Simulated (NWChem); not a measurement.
System: CH$_{4}$GeO$_{3}$; SMILES [OH][GeH2][C](=O)O

The following NWChem deck was run.

```
start job
memory heap 200 mb stack 900 mb global 1100 mb
geometry units angstroms
  O      1.707716     0.808357     1.124664
  C      1.252559     0.121556     0.252451
  O      1.982736    -0.407035    -0.722758
  Ge    -0.681690    -0.343057     0.002641
  O     -1.489611     1.087315    -0.571358
  H      2.923455    -0.161679    -0.644987
  H     -1.330417    -0.771212     1.300078
  H     -0.897580    -1.298388    -1.128866
  H     -1.427882     1.876494    -0.035010
end
basis spherical
  * library 6-31g*
end
dft
  xc b3lyp
  iterations 150
end
driver
  maxiter 120
end
task dft optimize
task dft freq
```

Parts of the log:

```
             Northwest Computational Chemistry Package (NWChem) 7.3.0
             --------------------------------------------------------

 C1  symmetry detected

                             Geometry "geometry" -> ""
                             -------------------------

 Output coordinates in angstroms (scale by  1.889725989 to convert to a.u.)

  No.       Tag          Charge          X              Y              Z
 ---- ---------------- ---------- -------------- -------------- --------------
    1 O                    8.0000     1.10953107     1.81133748    -0.41024264
    2 C                    6.0000     0.12063044     1.23779749    -0.04589876
    3 O                    8.0000    -0.87278309     1.82918478     0.60754605
    4 Ge                  32.0000    -0.25616619    -0.71971061    -0.25985163
    5 O                    8.0000     0.76617759    -1.57116529     0.86176033
    6 H                    1.0000    -0.69414067     2.77595478     0.75891840
    7 H                    1.0000     0.05851876    -1.20459159    -1.65748177
    8 H                    1.0000    -1.62377466    -1.09331035     0.21936045
    9 H                    1.0000     1.70952738    -1.42895410     0.79733766

 Effective nuclear repulsion energy (a.u.)     368.6157847659

                                Z-matrix (autoz)
                                --------

 Units are Angstrom for bonds and degrees for angles

      Type          Name      I     J     K     L     M      Value
      ----------- --------  ----- ----- ----- ----- ----- ----------
    1 Stretch                  1     2                       1.19984
    2 Stretch                  2     3                       1.32801
    3 Stretch                  2     4                       2.00489
    4 Stretch                  3     6                       0.97529
    5 Stretch                  4     5                       1.74017
    6 Stretch                  4     7                       1.51245
    7 Stretch                  4     8                       1.49652
    8 Stretch                  5     9                       0.95618
    9 Bend                     1     2     3               123.57883
   10 Bend                     1     2     4               126.10086
   11 Bend                     2     3     6               111.81719
   12 Bend                     2     4     5               107.36963
   13 Bend                     2     4     7               111.87155
   14 Bend                     2     4     8               112.41564
   15 Bend                     3     2     4               110.28665
   16 Bend                     4     5     9               117.60775
   17 Bend                     5     4     7               108.45202
   18 Bend                     5     4     8               102.02543
   19 Bend                     7     4     8               113.95464
   20 Torsion                  1     2     3     6          -0.52902
   21 Torsion                  1     2     4     5          72.60792
   22 Torsion                  1     2     4     7         -46.26833
   23 Torsion                  1     2     4     8        -175.97406
   24 Torsion                  2     4     5     9         -56.90566
   25 Torsion                  3     2     4     5        -105.33301
   26 Torsion                  3     2     4     7         135.79075
   27 Torsion                  3     2     4     8           6.08501
   28 Torsion                  4     2     3     6         177.47408
   29 Torsion                  7     4     5     9          64.14869
   30 Torsion                  8     4     5     9        -175.27410

                           NWChem Geometry Optimization
                           ----------------------------

 maximum gradient threshold         (gmax) =   0.000450
 rms gradient threshold             (grms) =   0.000300
 maximum cartesian step threshold   (xmax) =   0.001800
 rms cartesian step threshold       (xrms) =   0.001200
 fixed trust radius                (trust) =   0.300000
 source of zmatrix                         =   autoz

          -------------------
          Energy Minimization
          -------------------

 Using diagonal initial Hessian
 Scaling for Hessian diagonals: bonds = 1.00  angles = 0.25  torsions = 0.10

          --------
          Step   0

                                 NWChem DFT Module
                                 -----------------

 Summary of "ao basis" -> "ao basis" (spherical)
 ------------------------------------------------------------------------------
       Tag                 Description            Shells   Functions and Types
 ---------------- ------------------------------  ------  ---------------------
 O                           6-31g*                  6       14   3s2p1d
 C                           6-31g*                  6       14   3s2p1d
 Ge                          6-31g*                 12       32   5s4p3d
 H                           6-31g*                  2        2   2s

            General Information
            -------------------
          SCF calculation type: DFT
          Wavefunction type:  closed shell.
          No. of atoms     :     9
          No. of electrons :    66
           Alpha electrons :    33
            Beta electrons :    33
          Charge           :     0
          Spin multiplicity:     1
          Use of symmetry is: off; symmetry adaption is: off
          Maximum number of iterations: 150
          AO basis - number of functions:    96
                     number of shells:    44
          Convergence on energy requested:  1.00D-06
          Convergence on density requested:  1.00D-05
          Convergence on gradient requested:  5.00D-04

              XC Information
              --------------
                         B3LYP Method XC Potential
                     Hartree-Fock (Exact) Exchange  0.200
                        Slater Exchange Functional  0.800 local
                    Becke 1988 Exchange Functional  0.720 non-local
              Lee-Yang-Parr Correlation Functional  0.810
                  VWN I RPA Correlation Functional  0.190 local

             Grid Information
             ----------------
          Grid used for XC integration:  medium
          Radial quadrature: Mura-Knowles
          Angular quadrature: Lebedev.
          Tag              B.-S. Rad. Rad. Pts. Rad. Cut. Ang. Pts.
          ---              ---------- --------- --------- ---------
          O                   0.60       49          11.0       434
          C                   0.70       49           9.0       434
          Ge                  1.25      112          10.0       590
          H                   0.35       45          11.0       434
          Grid pruning is: on
          Number of quadrature shells:   488
          Spatial weights used:  Erf1

      Superposition of Atomic Density Guess
      -------------------------------------

 Sum of atomic energies:       -2338.93767747

      Non-variational initial energy
      ------------------------------

 Total energy =   -2340.776894
 1-e energy   =   -3990.200934
 2-e energy   =    1280.808255
 HOMO         =      -0.315759
 LUMO         =      -0.007424

   convergence    iter        energy       DeltaE   RMS-Dens  Diis-err
 ---------------- ----- ----------------- --------- --------- ---------
 d= 0,ls=0.0,diis     1  -2342.7671526908 -2.71D+03  2.09D-02  1.50D+00
 d= 0,ls=0.0,diis     2  -2342.3667320277  4.00D-01  1.39D-02  5.83D+00
 d= 0,ls=0.0,diis     3  -2342.9260588518 -5.59D-01  3.25D-03  1.51D-01
 d= 0,ls=0.0,diis     4  -2342.9331852377 -7.13D-03  1.52D-03  7.50D-02
 d= 0,ls=0.0,diis     5  -2342.9402883471 -7.10D-03  2.45D-04  1.61D-03
  Resetting Diis
 d= 0,ls=0.0,diis     6  -2342.9403954832 -1.07D-04  9.43D-05  2.99D-04
 d= 0,ls=0.0,diis     7  -2342.9404217269 -2.62D-05  3.42D-05  6.05D-06
 d= 0,ls=0.0,diis     8  -2342.9404209652  7.62D-07  2.10D-05  1.43D-05
 d= 0,ls=0.0,diis     9  -2342.9404222675 -1.30D-06  3.16D-06  2.26D-07
 d= 0,ls=0.0,diis    10  -2342.9404222849 -1.73D-08  1.05D-06  2.36D-08

[...]

      ----------------------
      Optimization converged
      ----------------------

  Step       Energy      Delta E   Gmax     Grms     Xrms     Xmax
  ---- ---------------- -------- -------- -------- -------- --------
@   23   -2342.94883997 -1.8D-07  0.00008  0.00002  0.00065  0.00163
                                     ok       ok       ok       ok

                                Z-matrix (autoz)
                                --------

 Units are Angstrom for bonds and degrees for angles

      Type          Name      I     J     K     L     M      Value     Gradient
      ----------- --------  ----- ----- ----- ----- ----- ---------- ----------
    1 Stretch                  1     2                       1.21398   -0.00008
    2 Stretch                  2     3                       1.34768    0.00008
    3 Stretch                  2     4                       2.00551   -0.00000
    4 Stretch                  3     6                       0.98094   -0.00001
    5 Stretch                  4     5                       1.79118   -0.00003
    6 Stretch                  4     7                       1.54607    0.00002
    7 Stretch                  4     8                       1.54613    0.00003
    8 Stretch                  5     9                       0.97496   -0.00000
    9 Bend                     1     2     3               123.31352    0.00001
   10 Bend                     1     2     4               120.47093   -0.00000
   11 Bend                     2     3     6               107.26767   -0.00001
   12 Bend                     2     4     5               100.38092    0.00001
   13 Bend                     2     4     7               111.20846    0.00001
   14 Bend                     2     4     8               111.20457   -0.00001
   15 Bend                     3     2     4               116.21556   -0.00000
   16 Bend                     4     5     9               106.06568    0.00001
   17 Bend                     5     4     7               110.84846   -0.00002
   18 Bend                     5     4     8               110.88148    0.00000
   19 Bend                     7     4     8               111.79697    0.00001
   20 Torsion                  1     2     3     6           0.07335    0.00001
   21 Torsion                  1     2     4     5           0.02078   -0.00000
   22 Torsion                  1     2     4     7        -117.31420    0.00001
   23 Torsion                  1     2     4     8         117.39207   -0.00000
   24 Torsion                  2     4     5     9           0.00143   -0.00000
   25 Torsion                  3     2     4     5        -179.99130   -0.00001
   26 Torsion                  3     2     4     7          62.67371    0.00001
   27 Torsion                  3     2     4     8         -62.62001   -0.00000
   28 Torsion                  4     2     3     6        -179.91418    0.00002
   29 Torsion                  7     4     5     9         117.60264   -0.00000
   30 Torsion                  8     4     5     9        -117.60873   -0.00000

                         Geometry "geometry" -> "geometry"
                         ---------------------------------

 Output coordinates in angstroms (scale by  1.889725989 to convert to a.u.)

  No.       Tag          Charge          X              Y              Z
 ---- ---------------- ---------- -------------- -------------- --------------
    1 O                    8.0000     1.15279244     1.37198885     0.75793092
    2 C                    6.0000     0.09267832     1.08723751     0.23946065
    3 O                    8.0000    -0.84834946     2.00060410    -0.07114217
    4 Ge                  32.0000    -0.34301204    -0.81955183    -0.20369893
    5 O                    8.0000     1.14651188    -1.63259164     0.36953975
    6 H                    1.0000    -0.50219071     2.87824091     0.19750652
    7 H                    1.0000    -0.52376266    -1.01248665    -1.72700223
    8 H                    1.0000    -1.57766690    -1.30952068     0.58754752
    9 H                    1.0000     1.72051977    -0.92737799     0.72130606

 Effective nuclear repulsion energy (a.u.)     366.1488940572

                Final and change from initial internal coordinates
                --------------------------------------------------

                                Z-matrix (autoz)
                                --------

 Units are Angstrom for bonds and degrees for angles

[...]

 Rotational Constants
 --------------------
 A=   0.198919 cm-1  (  0.286193 K)
 B=   0.078127 cm-1  (  0.112404 K)
 C=   0.057356 cm-1  (  0.082521 K)

 Temperature                      =   298.15K
 frequency scaling parameter      =   1.0000

 Zero-Point correction to Energy  =   33.359 kcal/mol  (  0.053160 au)
 Thermal correction to Energy     =   37.586 kcal/mol  (  0.059898 au)
 Thermal correction to Enthalpy   =   38.179 kcal/mol  (  0.060841 au)

 Total Entropy                    =   82.803 cal/mol-K
   - Translational                =   40.659 cal/mol-K (mol. weight = 137.9379)
   - Rotational                   =   26.983 cal/mol-K (symmetry #  =        1)
   - Vibrational                  =   15.161 cal/mol-K

 Cv (constant volume heat capacity) =   22.796 cal/mol-K
   - Translational                  =    2.979 cal/mol-K
   - Rotational                     =    2.979 cal/mol-K
   - Vibrational                    =   16.837 cal/mol-K

[normal modes left out]

 ----------------------------------------------------------------------------
 Normal Eigenvalue ||           Projected Infra Red Intensities
  Mode   [cm**-1]  || [atomic units] [(debye/angs)**2] [(KM/mol)] [arbitrary]
 ------ ---------- || -------------- ----------------- ---------- -----------
    1       -0.000 ||    0.000038           0.001         0.037       0.006
    2       -0.000 ||    0.001498           0.035         1.460       0.251
    3        0.000 ||    0.000202           0.005         0.197       0.034
    4        0.000 ||    0.000222           0.005         0.216       0.037
    5        0.000 ||    0.000220           0.005         0.214       0.037
    6        0.000 ||    0.000874           0.020         0.852       0.147
    7       48.463 ||    0.001217           0.028         1.186       0.204
    8      134.529 ||    0.005503           0.127         5.365       0.922
    9      287.532 ||    0.015223           0.351        14.841       2.552
   10      322.283 ||    0.045624           1.053        44.477       7.648
   11      344.672 ||    0.027222           0.628        26.537       4.563
   12      366.502 ||    0.051621           1.191        50.323       8.653
   13      587.171 ||    0.106527           2.458       103.847      17.856
   14      649.599 ||    0.013561           0.313        13.220       2.273
   15      670.106 ||    0.086101           1.986        83.936      14.433
   16      699.465 ||    0.052567           1.213        51.245       8.812
   17      730.250 ||    0.056326           1.299        54.909       9.441
   18      736.388 ||    0.054477           1.257        53.107       9.132
   19      877.748 ||    0.062186           1.435        60.622      10.424
   20     1048.924 ||    0.261210           6.026       254.641      43.785
   21     1171.843 ||    0.173056           3.993       168.704      29.008
   22     1337.049 ||    0.021013           0.485        20.484       3.522
   23     1791.615 ||    0.251462           5.801       245.137      42.151
   24     2121.940 ||    0.085291           1.968        83.146      14.297
   25     2128.008 ||    0.150517           3.473       146.731      25.230
   26     3598.568 ||    0.026747           0.617        26.074       4.483
   27     3693.123 ||    0.060247           1.390        58.731      10.099
 ----------------------------------------------------------------------------
```

Level: B3LYP/6-31G* (spherical d).
